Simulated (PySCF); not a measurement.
From one molecule to another.

First species: C₆H₁₄P₂.
Geometry (PBE0-D3(BJ)/def2-SVP, Å), atoms numbered from 1 in this order:
```xyz
22
C6H14P2 angstrom
C      3.177    0.838   -0.389
C      2.223    0.606    0.514
C      1.397   -0.637    0.571
P     -0.305   -0.357   -0.065
C     -1.140   -1.976   -0.088
P      0.174   -0.207   -2.327
C     -1.113    0.760    0.893
C     -2.590    1.015    0.793
H      3.437    0.094   -1.150
H      3.733    1.780   -0.400
H      1.990    1.374    1.261
H      1.277   -0.996    1.606
H      1.840   -1.438   -0.041
H     -1.286   -2.318    0.946
H     -0.538   -2.702   -0.654
H     -2.121   -1.878   -0.574
H     -1.208    0.027   -2.614
H      0.473    1.184   -2.229
H     -0.483    1.605    1.197
H     -3.152    0.110    0.509
H     -2.996    1.331    1.770
H     -2.873    1.804    0.068
```

Second species: C₂H₆OS.
InChI=1S/C2H6OS/c1-4(2)3/h1-2H3

Levels: CAM-B3LYP/def2-SVPD for dipole moment, HOMO energy, LUMO energy, HOMO–LUMO gap, static isotropic polarisability and electronic spatial extent ⟨r²⟩ about the centre of nuclear charge; TDDFT CAM-B3LYP/def2-SVPD for lowest singlet excitation; TDA CAM-B3LYP/def2-SVPD for lowest triplet excitation (Tamm–Dancoff); ΔSCF CAM-B3LYP/def2-SVPD for vertical ionisation energy; PBE0-D3(BJ)/def2-SVP for rotational constant A and rotational constant C. Geometries: PBE0-D3(BJ)/def2-SVP. Each structure is a single optimised conformer of the isolated species, non-relativistic unless stated; the electronic structure was computed with PySCF and density fitting.

Dipoles, sizes and rotational constants follow the conformer. The torsions of the flexible species, by atom-mapped SMILES:
- `[CH2:1]=[CH:2][CH2:3][P@:4]([CH3:5])([PH2:6])=[CH:7][CH3:8]`: C1–C2–C3–P4 -104°, C2–C3–P4–C5 175°, H–P6–P4–C3 -179°, H–P6–P4–C3 -86°

```json
{"property": "dipole moment", "column X": "1.51 D", "column Y": "4.36 D"}
{"property": "HOMO energy", "column X": "-5.90 eV", "column Y": "-8.12 eV"}
{"property": "LUMO energy", "column X": "0.83 eV", "column Y": "1.04 eV"}
{"property": "HOMO–LUMO gap", "column X": "6.73 eV", "column Y": "9.16 eV"}
{"property": "lowest singlet excitation", "column X": "4.17 eV", "column Y": "6.01 eV"}
{"property": "lowest triplet excitation (Tamm–Dancoff)", "column X": "3.09 eV", "column Y": "5.28 eV"}
{"property": "static isotropic polarisability", "column X": "136.6 au", "column Y": "52.5 au"}
{"property": "vertical ionisation energy", "column X": "6.32 eV", "column Y": "9.01 eV"}
{"property": "electronic spatial extent ⟨r²⟩ about the centre of nuclear charge", "column X": "1648 bohr²", "column Y": "366 bohr²"}
{"property": "rotational constant A", "column X": "1.604 GHz", "column Y": "6.959 GHz"}
{"property": "rotational constant C", "column X": "0.833 GHz", "column Y": "4.174 GHz"}
```

Question: Which column belongs to which species?

Answer: Column X is the first species and column Y the second. The first has 22 atoms and 80 electrons, the second 10 and 42.

Question: How does each property change from the first species to the second?

Answer: dipole moment +2.85 D; HOMO energy -2.22 eV; LUMO energy +0.21 eV; HOMO–LUMO gap +2.43 eV; lowest singlet excitation +1.84 eV; lowest triplet excitation (Tamm–Dancoff) +2.19 eV; static isotropic polarisability -84.1 au; vertical ionisation energy +2.69 eV; electronic spatial extent ⟨r²⟩ about the centre of nuclear charge -1282 bohr²; rotational constant A +5.355 GHz; rotational constant C +3.341 GHz.

On the first: The principal polarisabilities are 112.7, 129.4 and 167.8 au; their mean is the isotropic value. The dipole matches unit charges of opposite sign 0.31 Å apart (1 e·Å = 4.8032 D).

On the second: No computed singlet falls in the visible range (750 to 380 nm, 1.65 to 3.26 eV); S1 lies 2.75 eV above its blue end. S1 lies 3.15 eV below the HOMO–LUMO gap.
